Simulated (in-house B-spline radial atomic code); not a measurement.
The numbers below are computed, except where a source is named.
**Weak and strong correlation along the adiabatic connection**

Two-electron singlets in several external potentials (atomic units), by full CI in B-splines with partial waves to l = 8 (correlation energies up to 0.6 % small). The repulsion is scaled by λ at fixed density; W(λ) is the mean repulsion less the Hartree energy, W(0) = E_x, and the area under W from 0 to 1 is E_xc.

Relative drop (W(λ) − E_x)/E_x:

| system | λ = 0.12 | λ = 0.25 | λ = 0.4 | λ = 0.6 | λ = 0.8 | λ = 1 |
| --- | --- | --- | --- | --- | --- | --- |
| ω²r²/2 − Z/r, ω = 4.62, Z = 1.5 | 0.0057 | 0.0117 | 0.0184 | 0.0270 | 0.0352 | 0.0430 |
| −V exp(−r²/w²), V = 1.47, w = 13.6 | 0.0473 | 0.0873 | 0.1231 | 0.1589 | 0.1856 | 0.2063 |
| −Z/r, Z = 17 | 0.0011 | 0.0022 | 0.0035 | 0.0053 | 0.0070 | 0.0088 |
| −V exp(−r²/w²), V = 2.04, w = 7.84 | 0.0328 | 0.0628 | 0.0918 | 0.1230 | 0.1481 | 0.1685 |
| ω²r²/2 − Z/r, ω = 0.816, Z = 2 | 0.0089 | 0.0181 | 0.0281 | 0.0408 | 0.0525 | 0.0636 |
| −Z exp(−kr)/r, Z = 1.8, k = 0.463 | 0.0151 | 0.0302 | 0.0463 | 0.0658 | 0.0833 | 0.0991 |
| ω²r²/2 − Z/r, ω = 0.405, Z = 0.7 | 0.0182 | 0.0361 | 0.0547 | 0.0766 | 0.0958 | 0.1127 |

Order the systems by how far second-order (GL2) theory, half the initial slope (estimated from the first points of each curve), overshoots the correlation energy, least first.
A. −Z/r, Z = 17
B. −Z exp(−kr)/r, Z = 1.8, k = 0.463
C. ω²r²/2 − Z/r, ω = 4.62, Z = 1.5
D. ω²r²/2 − Z/r, ω = 0.816, Z = 2
E. −V exp(−r²/w²), V = 2.04, w = 7.84
F. −V exp(−r²/w²), V = 1.47, w = 13.6
G. ω²r²/2 − Z/r, ω = 0.405, Z = 0.7

A (GL2/E_c = 1.01), C (GL2/E_c = 1.08), D (GL2/E_c = 1.12), B (GL2/E_c = 1.20), G (GL2/E_c = 1.26), E (GL2/E_c = 1.48), F (GL2/E_c = 1.71).

What else changes along this order?

The ratio follows the bend of the curve. With it the leading natural occupation goes from 2.000 to 1.843 and −T_c/E_c from 0.99 to 0.59 between the first and the last.
